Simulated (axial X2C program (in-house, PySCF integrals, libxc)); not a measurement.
Which molecule has these constants?

All values come from calculations with an in-house relativistic program for diatomic molecules, spin-free (one-electron X2C) or two-component (2c: spin–orbit coupling with atomic mean-field Coulomb and Gaunt terms, which also bring small scalar terms), in Dyall basis sets with cores contracted in-house; open shells are unrestricted.

A two-component PBE0 calculation in a Dyall 3-zeta basis gave Re = 2.778 Å, ωe = 150.3 cm⁻¹, De = 0.95 eV, Ω = 1/2.

Problem. Which molecule is it?
A. NaCu⁻
B. NaAg⁻
C. NaAu⁻

Solution. A. The others have NaAg⁻ 2.898 Å and 137.9 cm⁻¹ (Ω = 1/2); NaAu⁻ 2.775 Å and 168.6 cm⁻¹ (Ω = 1/2).

Each entry is the lowest single determinant of a limited PBE0 search at one distance. De goes to single-determinant-based atoms at the same level (for ions the charge split of lowest energy) and is withheld (n/a) where an atom does not fit its ground term or J level. Main or longest-lived isotopes.
